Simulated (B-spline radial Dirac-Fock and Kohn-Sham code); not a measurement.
**Binding energies of Sm²⁷⁺ at several levels of theory**

System: the Sm²⁷⁺ ion, 1s2 2s2 2p6 3s2 3p6 3d10 4s2 4p5.

The density-functional columns are spherical, spin-unpolarised Dirac-Kohn-Sham results without Breit or QED terms: −ε is minus the orbital energy of the initial state and ΔSCF the difference of two total energies. The reference in the last column comes from Dirac-Fock energy differences between relaxed states, corrected for Breit and QED terms. All numbers are from a radial finite-basis atomic code, in eV; a selection of levels is shown. For the 1s level of heavy atoms much of the gap between ΔSCF and the reference is the Breit and QED part, -194.9 eV here; for other levels the error of the functional can be larger.

```tsv
level	LDA −ε	LDA ΔSCF	Dirac-Fock
1s	47498.4	47959.4	47777.3
2s	8522.8	8623.1	8680.1
2p1/2	8131.9	8253.6	8252.4
3s	2540.2	2582.5	2625.7
3p1/2	2373.1	2417.1	2443.5
3d3/2	1960.6	2007.6	2007.8
3d5/2	1933.0	1979.4	1980.9
4s	1103.4	1125.1	1130.7
4p	1011.2	1032.4	1029.3
```

Values without a named source are computed, but for edge energies of neutral atoms, which are taken from tables.
